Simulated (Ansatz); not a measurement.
Single points on SiH(SiH3)3 (Si₄H₁₀).

```yaml
crystal:
  periodic: [false, false, false]
  atoms:
    - {symbol: Si, position_ang: [0.005018, 0.006333, 0.702415]}
    - {symbol: H, position_ang: [0.016177, 0.020714, 2.212354]}
    - {symbol: Si, position_ang: [2.210810, -0.008490, -0.115762]}
    - {symbol: H, position_ang: [2.940380, -1.248818, 0.326551]}
    - {symbol: H, position_ang: [2.968886, 1.199749, 0.366116]}
    - {symbol: H, position_ang: [2.171307, 0.015963, -1.620867]}
    - {symbol: Si, position_ang: [-1.100350, 1.917956, -0.109454]}
    - {symbol: H, position_ang: [-0.370507, 3.172425, 0.291000]}
    - {symbol: H, position_ang: [-2.509579, 1.985947, 0.416976]}
    - {symbol: H, position_ang: [-1.150220, 1.849310, -1.613146]}
    - {symbol: Si, position_ang: [-1.112563, -1.912315, -0.075281]}
    - {symbol: H, position_ang: [-0.452306, -3.163265, 0.440776]}
    - {symbol: H, position_ang: [-1.062863, -1.926725, -1.580293]}
    - {symbol: H, position_ang: [-2.554171, -1.908785, 0.358614]}
basis:
  gaussian: {orbitals: def2-TZVP, initial_orbitals: start.molden}
hamiltonian: {xc: {name: B2PLYP}}
scf: {omitted_lower_state_checks: [starts]}
```

The file start.molden holds the orbitals of an earlier run on this structure, at another level or in another basis.

```sh
$ ansatz run in.yaml --threads 4 --pin off --events-out ev --progress --plain --max-ram 4787MiB
```

It prints (some lines left out):

```
Functional definition: B2PLYP
1378 factors; integrals over basis functions are off by at most 1.4e-3 eV
mean field evaluation 1: about -31655.2557 eV, gradient 1.2e1 eV
mean field evaluation 2: about -31655.4264 eV, gradient 2.4e-1 eV
mean field evaluation 4: about -31655.7795 eV, gradient 4.9e-3 eV
mean field evaluation 8: about -31655.7795 eV, gradient 2.0e-6 eV
mean field -31655.77949145 eV, -1163.3284392526 hartree, gradient 2.4e-6 eV, S^2 0.000000; 0 other end points of the search recorded, 0 dependent functions left out
20 core orbitals not correlated: weight in the atoms' cores, before any rotation towards them, 1.000 or more for the frozen orbitals, at most 0.000 for the correlated occupied ones
reference -31655.77972232 eV, -1163.3284477371 hartree; 13, 13 occupied and 175, 175 virtual orbitals, 1378 factors
second order -16.38381240 eV of doubles, -0.00000000 eV of singles
Total energy: -31660.20335167 eV, -1163.4910131171 hartree
Checks for a lower state left out: starts
```

It took 12 s on 4 threads of Intel Xeon on a shared host.

The first input with `correlation: {method: ccsd_t}`, `output: {orbitals: {seedname: orbitals}}` and without the key `hamiltonian` (abridged; 67 s):

```
Functional definition: HF
mean field -31608.18069677 eV, -1161.5792158120 hartree, gradient 3.7e-6 eV, S^2 0.000000
20 core orbitals not correlated: weight in the atoms' cores, before any rotation towards them, 1.000 or more for the frozen orbitals, at most 0.000 for the correlated occupied ones
second order -13.06430268 eV of doubles, -0.00000000 eV of singles
cycle   1  -14.90547135 eV  change    -1.8e0 eV  update   1.1e-1
cycle   2  -15.56858782 eV  change   -6.6e-1 eV  update   3.5e-2
cycle   3  -15.61657913 eV  change   -4.8e-2 eV  update   1.1e-2
cycle   4  -15.60908553 eV  change    7.5e-3 eV  update   3.9e-3
cycle   5  -15.60699242 eV  change    2.1e-3 eV  update   1.0e-3
cycle   6  -15.60675182 eV  change    2.4e-4 eV  update   3.2e-4
cycle   7  -15.60677680 eV  change   -2.5e-5 eV  update   8.1e-5
cycle   8  -15.60679863 eV  change   -2.2e-5 eV  update   2.7e-5
perturbative correction -0.55494497 eV, -0.0203938514 hartree
Total energy: -31624.34244037 eV, -1162.1731489345 hartree
Checks for a lower state left out: starts
```

First input, but with `hamiltonian: {xc: {name: revPBE}, dispersion: d4}`, `output: {forces: true, orbitals: {seedname: orbitals}}` (abridged; 5.5 s):

```
Functional definition: revPBE
mean field -31667.57599361 eV, -1163.7619527113 hartree, gradient 2.5e-5 eV, S^2 0.000000
Total energy: -31668.48672253 eV, -1163.7954213818 hartree
Atom 0 force     0.000822     0.001390     0.050566 eV/Å
Atom 1 force    -0.001234    -0.001602    -0.131991 eV/Å
Atom 2 force     0.065403     0.002317    -0.023431 eV/Å
Atom 3 force    -0.052497     0.105155    -0.039151 eV/Å
Atom 4 force    -0.056220    -0.104560    -0.044394 eV/Å
Atom 5 force     0.007987    -0.002900     0.134033 eV/Å
Atom 6 force    -0.039227     0.057357    -0.025091 eV/Å
Atom 7 force    -0.067842    -0.100103    -0.035433 eV/Å
Atom 8 force     0.121763     0.001501    -0.050540 eV/Å
Atom 9 force     0.003554     0.010604     0.137973 eV/Å
Atom 10 force    -0.031141    -0.060683    -0.022042 eV/Å
Atom 11 force    -0.062448     0.101916    -0.048103 eV/Å
Atom 12 force    -0.007523    -0.001850     0.135556 eV/Å
Atom 13 force     0.118603    -0.008542    -0.037952 eV/Å
Dipole moment:     0.000363     0.000208     0.036852 e Å
Checks for a lower state left out: starts
```

As the first input, with `gaussian: {orbitals: 6-31G}`, `hamiltonian: {xc: hf}`, `output: {orbitals: {seedname: orbitals}}` (abridged; 1.4 s):

```
Functional definition: HF
mean field -31600.61408997 eV, -1161.3011481408 hartree, gradient 1.7e-5 eV, S^2 0.000000
Total energy: -31600.61408997 eV, -1161.3011481408 hartree
Checks for a lower state left out: starts
```

First input, but with `hamiltonian: {xc: pbe, dispersion: d4}`, `output: {orbitals: {seedname: orbitals}}` (abridged; 6 s):

```
Functional definition: PBE
mean field -31657.20041876 eV, -1163.3806573684 hartree, gradient 1.3e-5 eV, S^2 0.000000
Total energy: -31657.56921383 eV, -1163.3942103370 hartree
Checks for a lower state left out: starts
```

First input, but with `gaussian: {orbitals: def2-SVP, initial_orbitals: start.molden}`, `hamiltonian: {xc: pbe0, dispersion: d4}`, `output: {orbitals: {seedname: orbitals}}` (abridged; 5.5 s):

```
Functional definition: PBE0
mean field -31649.65284663 eV, -1163.1032892083 hartree, gradient 7.7e-6 eV, S^2 0.000000
Total energy: -31649.97424582 eV, -1163.1151004108 hartree
Checks for a lower state left out: starts
```

As the first input, with `hamiltonian: {xc: pbe}`, `correlation: {method: rpa}` (abridged; 11 s):

```
Functional definition: PBE
mean field -31657.20037991 eV, -1163.3806559405 hartree, gradient 1.8e-6 eV, S^2 0.000000
20 core orbitals not correlated: weight in the atoms' cores, before any rotation towards them, 1.000 or more for the frozen orbitals, at most 0.000 for the correlated occupied ones
Total energy: -31633.22891590 eV, -1162.4997208866 hartree
Checks for a lower state left out: starts
```

Geometry: PBE-D4/def2-SVP.

Correlated methods freeze 20 core orbitals.
